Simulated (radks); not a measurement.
Question: The gallium ion Ga+, [Ar] 3d10 4s2. All-electron calculation, non-relativistic Kohn-Sham, r2SCAN, spin-polarised, spherical densities, point nucleus; meta-GGA in the generalised Kohn-Sham scheme. Program: a radial shooting solver on a logarithmic mesh with Libxc functionals. Every spin shell is full or empty, so the densities are truly spherical. Functionals are evaluated on that one density, not self-consistently. Rank these exchange functionals by their error against the exact value of the orbitals, and give that value: LDA, PBE, PBEsol, OPTX, AM05, SOGGA, APBE, TPSS, TASK.

Answer: Exact: -73.2270 hartree. From best to worst, with 100 (|E| - |E exact|)/|E exact| (equal figures are ties): PBE -0.16, TPSS +0.21, APBE +0.73, OPTX +0.97, PBEsol -2.42, SOGGA -2.44, TASK -2.45, AM05 -5.15, LDA -5.66.
